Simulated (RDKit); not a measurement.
RDKit input (MMFF94):

```python
from rdkit import Chem
from rdkit.Chem import AllChem, rdDetermineBonds

mol = Chem.MolFromXYZFile('mol.xyz')
rdDetermineBonds.DetermineBonds(mol, charge=0)
print('SMILES', Chem.MolToSmiles(Chem.RemoveHs(mol)))
ff = AllChem.MMFFGetMoleculeForceField(mol, AllChem.MMFFGetMoleculeProperties(mol))
e0 = ff.CalcEnergy()
flag = ff.Minimize(maxIts=5000, forceTol=1e-5)
print(f'energy {e0:.4f} -> {ff.CalcEnergy():.4f} kcal/mol, converged: {flag == 0}')
print(Chem.MolToXYZBlock(mol))
```
mol.xyz:
```
12

N     -0.84752100     1.38383100    -0.56316800
Si    -0.00111600     0.00444000    -0.01389700
N     -1.19672300    -1.18325300     0.27320200
N      0.91959400    -0.01285600     1.44334100
O      1.10504600    -0.19367900    -1.22963900
H     -1.61422600     1.77852300    -0.04583400
H     -0.39944400     2.05702400    -1.16188100
H     -0.97872700    -2.04037000     0.75405500
H     -1.96722500    -1.29212500    -0.36554600
H      1.76720800     0.52983400     1.50298400
H      0.44190800    -0.02498300     2.33113200
H      1.79831500    -0.83468600    -1.05686400
```

Output:

```
SMILES N[Si](N)(N)O
energy -325.1842 -> -355.3981 kcal/mol, converged: True
12

N     -0.637773    1.346748   -0.488590
Si    -0.021454   -0.108142   -0.085809
N     -1.284578   -1.002645    0.447906
N      0.923552    0.105114    1.232187
O      0.790070   -0.824165   -1.270482
H     -1.109796    1.763672    0.304090
H      0.086597    1.985439   -0.791514
H     -0.990400   -1.971434    0.512998
H     -1.989710   -0.988212   -0.283642
H      1.315054    1.039163    1.240563
H      0.317145    0.048379    2.045621
H      1.628382   -1.222217   -0.995443
```

The geometry given is a B3LYP-D3(BJ)/def2-TZVP minimum.
